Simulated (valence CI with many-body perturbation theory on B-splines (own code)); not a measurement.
E1 transitions of Cs⁴²⁺

Level of theory: valence CI with perturbative core correlation (CI+MBPT): three valence electrons over a frozen Dirac-Fock core [Ne], radial functions for each j: 11 s, 11 p, 9 d, 7 f, 5 g, 2 h, 1 i, with the one-electron correlation potential Σ1 (screened to all orders), the two-electron term Σ2, the three-electron term Σ3, Breit, model QED; selected single and double excitations, second order for the rest (own B-spline code, finite nucleus).

The last digits are not significant, and no measured levels were compared; by estimate large intervals hold to a few tenths of a per cent, small ones and those within an open d or f shell to about a per cent.

Lines 101 to 150 of 277 in falling wavelength, among levels below 5007.8 × 10³ cm⁻¹, chosen from the strongest by gf and those to the six lowest levels. Wavelengths and rates use the calculated energies. Electric multipoles are in the length gauge, E1 and E2 with the static RPA response of the core. Weak lines are less certain than strong ones. Lines between different terms over intervals too small for the method are left out, as are lines whose strength nearly cancels. The highest levels of a list are the least certain.

Levels are named by their leading jj configuration (3d3/2^4 stands for four electrons in 3d with j = 3/2), which in mixed levels can hold well under half, so a name can repeat and another be missing. Letters in brackets count levels of one name in rising energy.

```
λ vac (nm)                          Upper                       Lower   A (s⁻¹)  S (a.u.)
     6.586     (3s 3d3/2 3d5/2) J=3/2 [b]  (3s 3p3/2 3d3/2) J=3/2 [a]  5.03e+10  2.84e-02
     6.570     (3s 3d3/2 3d5/2) J=5/2 [b]  (3s 3p3/2 3d3/2) J=5/2 [a]  8.37e+10  7.03e-02
     6.553     (3s 3p3/2 3d5/2) J=5/2 [a]          (3s^2 3d5/2) J=5/2  1.36e+11  1.14e-01
     6.498         (3s 3d3/2 3d5/2) J=1/2  (3s 3p3/2 3d3/2) J=1/2 [a]  5.76e+10  1.56e-02
     6.489  (3p1/2 3p3/2 3d5/2) J=3/2 [a]      (3s 3p1/2 3d5/2) J=3/2  1.07e+11  5.79e-02
     6.486     (3s 3p1/2 3d5/2) J=5/2 [b]  (3s 3p1/2 3p3/2) J=3/2 [a]  1.22e+10  9.82e-03
     6.476  (3p1/2 3p3/2 3d5/2) J=7/2 [a]      (3s 3p1/2 3d5/2) J=7/2  1.63e+10  1.75e-02
     6.436         (3s 3p1/2 3d5/2) J=3/2  (3s 3p1/2 3p3/2) J=3/2 [a]  6.12e+10  3.22e-02
     6.430          (3p1/2 3p3/2^2) J=3/2      (3s 3p1/2 3p3/2) J=1/2  2.06e+11  1.08e-01
     6.417     (3s 3p3/2 3d5/2) J=3/2 [a]          (3s^2 3d3/2) J=3/2  7.37e+10  3.85e-02
     6.398             (3s 3p3/2^2) J=5/2          (3s^2 3p3/2) J=3/2  1.97e+11  1.53e-01
     6.357  (3p1/2 3p3/2 3d5/2) J=5/2 [a]  (3s 3p1/2 3d5/2) J=5/2 [b]  1.04e+11  7.89e-02
     6.348          (3p1/2 3p3/2^2) J=5/2  (3s 3p1/2 3p3/2) J=3/2 [b]  1.39e+11  1.05e-01
     6.346  (3p1/2 3p3/2 3d3/2) J=5/2 [a]      (3s 3p1/2 3d3/2) J=5/2  4.08e+10  3.08e-02
     6.287     (3s 3p3/2 3d3/2) J=3/2 [b]          (3s^2 3d5/2) J=5/2  4.48e+10  2.20e-02
     6.273      (3p1/2 3p3/2 3d5/2) J=9/2      (3s 3p1/2 3d5/2) J=7/2  8.82e+10  1.07e-01
     6.266     (3s 3p3/2 3d5/2) J=3/2 [b]          (3s 3p3/2^2) J=5/2  1.24e+11  6.02e-02
     6.262  (3p1/2 3p3/2 3d5/2) J=7/2 [a]  (3s 3p1/2 3d5/2) J=5/2 [a]  1.31e+11  1.27e-01
     6.242     (3s 3p3/2 3d5/2) J=7/2 [a]          (3s^2 3d5/2) J=5/2  9.76e+10  9.37e-02
     6.219  (3p1/2 3p3/2 3d3/2) J=5/2 [b]  (3s 3p1/2 3d5/2) J=5/2 [a]  2.54e+10  1.81e-02
     6.208     (3s 3p3/2 3d5/2) J=5/2 [b]          (3s 3p3/2^2) J=5/2  1.31e+11  9.31e-02
     6.171  (3p1/2 3p3/2 3d3/2) J=3/2 [a]      (3s 3p1/2 3d3/2) J=5/2  5.53e+10  2.57e-02
     6.170          (3p1/2 3p3/2^2) J=3/2  (3s 3p1/2 3p3/2) J=3/2 [b]  8.53e+10  3.95e-02
     6.138  (3p1/2 3p3/2 3d3/2) J=5/2 [b]  (3s 3p1/2 3d3/2) J=3/2 [b]  1.00e+11  6.86e-02
     6.121  (3p1/2 3p3/2 3d5/2) J=5/2 [a]      (3s 3p1/2 3d5/2) J=7/2  3.15e+10  2.14e-02
     6.109  (3p1/2 3p3/2 3d3/2) J=3/2 [b]      (3s 3p1/2 3d3/2) J=1/2  3.62e+10  1.63e-02
     6.099  (3p1/2 3p3/2 3d3/2) J=5/2 [a]  (3s 3p1/2 3d3/2) J=3/2 [a]  4.85e+10  3.26e-02
     6.092     (3s 3p1/2 3p3/2) J=3/2 [b]          (3s^2 3p1/2) J=1/2  9.87e+10  4.41e-02
     6.083      (3p1/2 3p3/2 3d3/2) J=7/2      (3s 3p1/2 3d3/2) J=5/2  1.28e+11  1.14e-01
     6.058                (3p3/2^3) J=3/2          (3s 3p3/2^2) J=3/2  5.20e+11  2.28e-01
     6.040          (3p1/2^2 3p3/2) J=3/2          (3s 3p1/2^2) J=1/2  5.90e+10  2.57e-02
     6.024          (3p1/2 3p3/2^2) J=1/2  (3s 3p1/2 3p3/2) J=3/2 [b]  2.21e+11  4.77e-02
     6.020     (3s 3p3/2 3d3/2) J=3/2 [b]          (3s^2 3d3/2) J=3/2  8.44e+10  3.63e-02
     6.001  (3p1/2 3p3/2 3d5/2) J=3/2 [a]  (3s 3p1/2 3d5/2) J=5/2 [a]  5.78e+10  2.47e-02
     5.990  (3p1/2 3p3/2 3d3/2) J=1/2 [b]      (3s 3p1/2 3d3/2) J=1/2  8.88e+10  1.88e-02
     5.938  (3p1/2 3p3/2 3d3/2) J=3/2 [a]  (3s 3p1/2 3d3/2) J=3/2 [a]  1.07e+11  4.41e-02
     5.926  (3p1/2 3p3/2 3d5/2) J=3/2 [a]  (3s 3p1/2 3d3/2) J=3/2 [b]  2.74e+10  1.13e-02
     5.914                (3p3/2^3) J=3/2          (3s 3p3/2^2) J=1/2  1.29e+11  5.25e-02
     5.909     (3s 3p3/2 3d3/2) J=5/2 [b]          (3s^2 3d3/2) J=3/2  4.52e+11  2.76e-01
     5.899     (3s 3p3/2 3d5/2) J=7/2 [b]          (3s^2 3d5/2) J=5/2  5.45e+10  4.42e-02
     5.882  (3p1/2 3p3/2 3d3/2) J=1/2 [a]  (3s 3p1/2 3d3/2) J=3/2 [a]  2.15e+11  4.31e-02
     5.882  (3p1/2 3p3/2 3d5/2) J=7/2 [b]      (3s 3p1/2 3d5/2) J=7/2  4.09e+10  3.29e-02
     5.874          (3p1/2 3p3/2^2) J=5/2      (3s 3p1/2 3p3/2) J=5/2  4.85e+10  2.91e-02
     5.858         (3s 3p1/2 3p3/2) J=1/2          (3s^2 3p1/2) J=1/2  3.57e+11  7.08e-02
     5.855     (3s 3p3/2 3d3/2) J=1/2 [b]          (3s^2 3d3/2) J=3/2  3.71e+11  7.36e-02
     5.844             (3s 3p3/2^2) J=1/2          (3s^2 3p3/2) J=3/2  2.55e+11  5.02e-02
     5.748  (3p1/2 3p3/2 3d5/2) J=3/2 [b]  (3s 3p1/2 3d5/2) J=5/2 [b]  1.01e+11  3.80e-02
     5.721          (3p1/2 3p3/2^2) J=3/2      (3s 3p1/2 3p3/2) J=5/2  1.63e+10  6.03e-03
     5.710             (3s 3p3/2^2) J=3/2          (3s^2 3p3/2) J=3/2  5.14e+11  1.89e-01
     5.655     (3s 3p1/2 3d3/2) J=3/2 [a]          (3s 3p1/2^2) J=1/2  1.91e+10  6.81e-03
```
